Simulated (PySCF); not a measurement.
Compound: C₃H₉AlClFS.
Z-matrix (Å and degrees, PBE0-D3(BJ)/def2-SVP geometry), rows numbered from 1:
```
C 
S   1  1.8066
C   2  1.8141  1   99.79
F   3  1.3545  2  110.55  1   -64.05
Al  2  2.5237  1  102.20  3    99.28
C   5  1.9803  2  102.84  1    82.14
Cl  6  1.8221  5   98.24  2  -177.78
H   1  1.0993  2  110.30  3   -63.18
H   1  1.0978  2  106.95  3   177.51
H   1  1.0975  2  108.72  3    59.21
H   3  1.1025  2  109.17  1    56.87
H   3  1.1012  2  105.89  1   175.70
H   5  1.5983  2   95.88  1  -157.29
H   5  1.6026  2   94.82  1   -37.08
H   6  1.0997  5  118.30  2   -63.82
H   6  1.0995  5  116.96  2    68.84
```

Computed at PBE0/pcSseg-1 (PySCF, non-relativistic), with Q(33S) = −0.0678 b, Q(27Al) = 0.1466 b, Q(35Cl) = −0.0817 b: S2, 33S (I = 3/2): χzz = 36.76 MHz, η = 0.733; Al5, 27Al (I = 5/2): χzz = 35.84 MHz, η = 0.066; Cl7, 35Cl (I = 3/2): χzz = -73.49 MHz, η = 0.078.

(1) Find the zero-field quadrupole resonance frequencies of 33S at S2.

(2) Find the zero-field quadrupole resonance frequencies of 27Al at Al5.

(3) Where would the pure quadrupole (NQR) lines of 35Cl at Cl7 fall for the rigid, isolated species?

(4) Apply the simplest Townes–Dailey estimate (no s hybridisation, no π bonding), ionic character = 1 − χzz/χ0, where χ0 is the coupling for one missing p electron along the bond: −109.74 MHz for 35Cl.

Results:

(1) From ν = (|χ|/2)√(1 + η²/3): ν = 19.96 MHz (sulfur bonded to Al and 2 C).

(2) From the eigenvalues of H = χ/[4I(2I − 1)] × [3Iz² − I(I + 1) + η(Ix² − Iy²)], steps between neighbouring levels, labelled as for η = 0: ±1/2↔±3/2 5.401 MHz, ±3/2↔±5/2 10.74 MHz (aluminium bonded to C, S and 2 H).

(3) From ν = (|χ|/2)√(1 + η²/3): ν = 36.78 MHz (alkyl chlorine). For 37Cl the ratio of quadrupole moments, 0.7881, gives 28.99 MHz.

(4) Cl7 on C6: 1 − (-73.49)/(-109.74) = 0.33. In this model a purely covalent bond gives χ0 and a free halide ion gives zero; s hybridisation or π bonding, where present, is counted here as ionic character.

In a crystal, neighbours and librations shift these lines. The small basis limits the accuracy of the gradients.

One conformer stands for the species.
